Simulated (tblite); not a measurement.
Compound: C5H12SeSi2.
Atom-mapped SMILES: `[CH3:1][C:2]1=[CH:3][CH2:4][Si@:5]1([SeH:6])[CH2:7][SiH3:8]` (hydrogens: H9, H10, H11 on C1; H12 on C3; H13, H14 on C4; H15 on Se6; H16, H17 on C7; H18, H19, H20 on Si8)

Computed with GFN2-xTB (tblite), gas phase: L-BFGS steps from a force-field or distance-geometry start until the largest atomic force falls under 0.01 eV/Å.

Step 13: E = -637.0188 eV
```
atom  x, y, z in Å  |  force x, y, z in eV/Å
C1     -0.3496   -2.1855    1.1295   -0.026  -0.144   0.040
C2     -0.9394   -0.9081    0.6332   -0.109   0.077  -0.022
C3     -2.1855   -0.5753    0.2717    0.015  -0.004   0.023
C4     -2.1575    0.8701   -0.1565    0.047  -0.116   0.037
Si5    -0.2670    0.8066    0.1875    0.125  -0.059   0.075
Se6     0.4838    2.0430    1.9949    0.001  -0.055  -0.036
C7      0.8772    0.8613   -1.3239    0.087   0.014  -0.081
Si8     2.5888    0.1168   -0.9555    0.020  -0.014   0.026
H9      0.7137   -2.0715    1.3324   -0.034   0.086  -0.022
H10    -0.8258   -2.5351    2.0449   -0.110   0.160   0.063
H11    -0.4668   -2.9914    0.4059   -0.036   0.058  -0.163
H12    -3.0830   -1.1724    0.2544   -0.003  -0.107   0.057
H13    -2.7623    1.5249    0.4696   -0.011  -0.075  -0.038
H14    -2.4484    1.0202   -1.1948   -0.076  -0.017   0.047
H15     0.4084    3.2609    1.2527    0.022   0.133  -0.009
H16     0.3980    0.2779   -2.1106    0.034   0.130  -0.007
H17     0.9892    1.8833   -1.6874   -0.036  -0.083   0.010
H18     3.4524    0.2295   -2.1329   -0.030   0.022   0.002
H19     2.4174   -1.2888   -0.5940    0.015  -0.053  -0.033
H20     3.1513    0.8443    0.1757    0.102   0.047   0.030
```

Step 14: E = -637.0261 eV
```
atom  x, y, z in Å  |  force x, y, z in eV/Å
C1     -0.3525   -2.1859    1.1303   -0.047  -0.121   0.036
C2     -0.9405   -0.9079    0.6373   -0.082   0.126  -0.075
C3     -2.1867   -0.5788    0.2744   -0.002  -0.006   0.025
C4     -2.1630    0.8667   -0.1550    0.025  -0.167   0.043
Si5    -0.2717    0.8045    0.1787    0.168   0.028   0.234
Se6     0.4913    2.0461    1.9910   -0.033  -0.063  -0.108
C7      0.8815    0.8639   -1.3215    0.106   0.007  -0.133
Si8     2.5935    0.1178   -0.9544    0.003  -0.020  -0.005
H9      0.7109   -2.0765    1.3358   -0.044   0.080  -0.028
H10    -0.8362   -2.5261    2.0452   -0.083   0.096   0.044
H11    -0.4755   -2.9835    0.3979   -0.021   0.033  -0.098
H12    -3.0811   -1.1808    0.2579   -0.010  -0.093   0.060
H13    -2.7718    1.5161    0.4716    0.001  -0.043  -0.024
H14    -2.4581    1.0124   -1.1912   -0.084  -0.001   0.000
H15     0.4118    3.2715    1.2576    0.020   0.089   0.003
H16     0.4030    0.2838   -2.1100    0.035   0.096  -0.040
H17     0.9967    1.8841   -1.6882   -0.040  -0.061   0.032
H18     3.4562    0.2289   -2.1316   -0.025   0.029  -0.021
H19     2.4242   -1.2886   -0.6002    0.004  -0.075  -0.017
H20     3.1629    0.8432    0.1714    0.108   0.067   0.071
```

Step 15: E = -637.0336 eV
```
atom  x, y, z in Å  |  force x, y, z in eV/Å
C1     -0.3571   -2.1875    1.1314   -0.068  -0.036   0.010
C2     -0.9421   -0.9066    0.6412   -0.017   0.104  -0.094
C3     -2.1886   -0.5830    0.2778   -0.023  -0.022   0.023
C4     -2.1688    0.8607   -0.1529    0.002  -0.152   0.026
Si5    -0.2737    0.8030    0.1728    0.156   0.088   0.290
Se6     0.4993    2.0486    1.9848   -0.053  -0.033  -0.147
C7      0.8882    0.8665   -1.3204    0.079  -0.010  -0.114
Si8     2.5992    0.1184   -0.9533    0.010  -0.023  -0.014
H9      0.7067   -2.0807    1.3391   -0.067   0.057  -0.032
H10    -0.8494   -2.5150    2.0466   -0.046   0.017   0.006
H11    -0.4855   -2.9746    0.3874   -0.007   0.009  -0.006
H12    -3.0787   -1.1919    0.2629   -0.011  -0.070   0.061
H13    -2.7829    1.5054    0.4730    0.024  -0.014  -0.002
H14    -2.4712    1.0038   -1.1869   -0.069   0.002  -0.030
H15     0.4159    3.2849    1.2632    0.018   0.027   0.020
H16     0.4091    0.2921   -2.1104    0.027   0.040  -0.082
H17     1.0044    1.8844   -1.6889   -0.030  -0.003   0.046
H18     3.4603    0.2288   -2.1307   -0.017   0.035  -0.042
H19     2.4318   -1.2898   -0.6074   -0.005  -0.079  -0.001
H20     3.1778    0.8431    0.1678    0.095   0.065   0.082
```

Step 16: E = -637.0393 eV
```
atom  x, y, z in Å  |  force x, y, z in eV/Å
C1     -0.3622   -2.1889    1.1323   -0.071   0.054  -0.018
C2     -0.9432   -0.9042    0.6431    0.040   0.033  -0.073
C3     -2.1907   -0.5870    0.2810   -0.027  -0.036   0.014
C4     -2.1739    0.8538   -0.1510   -0.006  -0.076  -0.003
Si5    -0.2727    0.8036    0.1723    0.089   0.088   0.205
Se6     0.5053    2.0503    1.9771   -0.047   0.014  -0.122
C7      0.8949    0.8684   -1.3208    0.022  -0.025  -0.042
Si8     2.6045    0.1186   -0.9524    0.032  -0.020   0.000
H9      0.7019   -2.0835    1.3414   -0.085   0.032  -0.030
H10    -0.8614   -2.5057    2.0479   -0.016  -0.044  -0.031
H11    -0.4942   -2.9671    0.3787    0.001  -0.009   0.071
H12    -3.0769   -1.2026    0.2682   -0.002  -0.045   0.060
H13    -2.7920    1.4960    0.4740    0.045  -0.001   0.013
H14    -2.4837    0.9964   -1.1835   -0.038  -0.005  -0.030
H15     0.4197    3.2967    1.2682    0.014  -0.019   0.025
H16     0.4148    0.2996   -2.1125    0.018  -0.005  -0.104
H17     1.0105    1.8850   -1.6887   -0.016   0.049   0.051
H18     3.4637    0.2293   -2.1308   -0.011   0.037  -0.052
H19     2.4383   -1.2922   -0.6135   -0.008  -0.061   0.009
H20     3.1921    0.8441    0.1660    0.067   0.039   0.058
```

Task: Estimate the geometry and energy of step 17. (The exact step hangs on the optimiser's Hessian estimate; all steps are aligned on step 16, rigid shifts and turns removed.)

Result: E = -637.0426 eV, largest force 0.106 eV/Å
```
atom  x, y, z in Å  |  force x, y, z in eV/Å
C1     -0.3663   -2.1886    1.1325   -0.053   0.087  -0.028
C2     -0.9433   -0.9020    0.6427    0.052  -0.022  -0.038
C3     -2.1922   -0.5900    0.2832   -0.014  -0.030   0.001
C4     -2.1768    0.8486   -0.1500    0.001   0.001  -0.022
Si5    -0.2705    0.8057    0.1757    0.009   0.041   0.054
Se6     0.5077    2.0512    1.9706   -0.024   0.044  -0.052
C7      0.8989    0.8691   -1.3217   -0.021  -0.026   0.020
Si8     2.6080    0.1184   -0.9519    0.043  -0.013   0.015
H9      0.6977   -2.0844    1.3421   -0.079   0.020  -0.023
H10    -0.8684   -2.5014    2.0480   -0.007  -0.064  -0.045
H11    -0.4991   -2.9631    0.3752   -0.001  -0.023   0.095
H12    -3.0761   -1.2095    0.2723    0.011  -0.029   0.057
H13    -2.7960    1.4906    0.4749    0.052   0.000   0.016
H14    -2.4912    0.9921   -1.1821   -0.012  -0.013  -0.011
H15     0.4222    3.3032    1.2713    0.010  -0.025   0.013
H16     0.4184    0.3036   -2.1156    0.017  -0.015  -0.091
H17     1.0137    1.8863   -1.6875   -0.007   0.058   0.053
H18     3.4654    0.2304   -2.1319   -0.010   0.036  -0.047
H19     2.4417   -1.2947   -0.6168   -0.006  -0.034   0.011
H20     3.2014    0.8454    0.1661    0.039   0.010   0.023
```

The energy changes by -0.0033 eV. The first-order estimate −F·Δx gives -0.0049 eV and the mean of the old and new forces, exact on a quadratic surface, -0.0033 eV. The step makes an angle of 64° with the force vector and moves no atom by more than 0.009 Å.

What follows is the cost of the whole relaxation. Hardware: an Arm Neoverse V2 with one thread, no GPU, shared host with 192 logical CPUs at a one-minute load of 35. Cost: 1.7 s of wall time.
